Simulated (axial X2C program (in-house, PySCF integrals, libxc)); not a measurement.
## Excited states of ScBr by EOM-EE-CCSD

Calculated with an axial X2C code built on PySCF integrals: two-component X2C with atomic mean-field Coulomb and Gaunt terms, Gaussian nuclei, basis Br dyall-acv3z, Sc dyall-acv3z with contracted cores.

R = 2.469 Å (near the PBE0 minimum at charge 0 of the determinant lowest at the starting distance; the state shown can have its own minimum elsewhere, which is not the closed-shell reference).

Hartree–Fock spinors of ScBr (one of each Kramers pair; a window near the gap, which can cut inner shells):

```csv
ω,occupied,ε (eV),character
1/2,yes,-27.13,"76% Br s, 8% Sc d, 7% Sc p"
1/2,yes,-12.31,"80% Br p, 8% Sc d, 4% Sc s"
1/2,yes,-11.26,"82% Br p, 8% Sc d, 4% Sc f"
3/2,yes,-10.95,"82% Br p, 8% Sc d, 4% Sc f"
1/2,yes,-6.86,"59% Sc s, 20% Sc d, 9% Sc p"
1/2,no,0.15,"57% Sc p, 29% Sc s, 13% Sc d"
1/2,no,0.19,"91% Sc p, 6% Sc d, 2% Br p"
3/2,no,0.19,"91% Sc p, 6% Sc d, 2% Br p"
1/2,no,0.42,"56% Sc s, 41% Sc p"
1/2,no,0.58,"55% Sc p, 30% Sc d, 13% Sc s"
1/2,no,0.60,"78% Sc p, 16% Sc d, 3% Br p"
```

Vertical excitation energies from the closed-shell determinant state of ScBr:

| Ω | excitation (eV) | cm⁻¹ | hole of the leading pair | particle of the leading pair | weight of the pair (for Ω = 0 its time-reversed partner can hold as much again) | singles weight |
| --- | --- | --- | --- | --- | --- | --- |
| 0⁻ | 0.737 | 5942 | 58% Sc sσ, 21% Sc dσ, 10% Sc pσ | 61% Sc dσ, 28% Sc pσ | 0.49 | 0.98 |
| 1 | 0.738 | 5952 | 58% Sc sσ, 21% Sc dσ, 10% Sc pσ | 61% Sc dσ, 28% Sc pσ | 0.98 | 0.98 |
| 2 | 1.118 | 9015 | 58% Sc sσ, 20% Sc dσ, 10% Sc pσ | 76% Sc dπ, 20% Sc pπ | 0.96 | 0.96 |
| 1 | 1.136 | 9161 | 58% Sc sσ, 20% Sc dσ, 10% Sc pσ | 76% Sc dπ, 20% Sc pπ | 0.51 | 0.97 |
| 0⁺ | 1.152 | 9292 | 58% Sc sσ, 20% Sc dσ, 10% Sc pσ | 74% Sc dπ, 22% Sc pπ | 0.48 | 0.97 |
| 0⁻ | 1.156 | 9321 | 58% Sc sσ, 20% Sc dσ, 10% Sc pσ | 74% Sc dπ, 22% Sc pπ | 0.48 | 0.97 |
| 3 | 1.619 | 13055 | 58% Sc sσ, 20% Sc dσ, 10% Sc pσ | 97% Sc dδ | 0.97 | 0.97 |

This point took 65 s on 1 thread of Arm Neoverse V2, on a shared host.

Reference electrons by ω block (each with its −ω partner): 1/2: 20, 3/2: 7, 5/2: 1. 18 electrons of ScBr correlated (inner shells frozen), 84 natural virtual spinors (a truncated set); levels can be off by some tenths of an eV. Roots sought by Ω: (0: 5, 1: 4, 2: 3, 3: 1); rows need 60 % singles weight and stop where some Ω has no more roots. Missing are any skipped roots, higher Ω and states of a further excitation; these come out far too high here and may in truth be low or lowest. T1 of the reference 0.015 (Lee–Taylor). Number of frozen shells: Br 3 s, 2 p, 1 d; Sc 2 s, 1 p. The closed-shell reference lies 0.23 eV above the lowest PBE0 determinant.
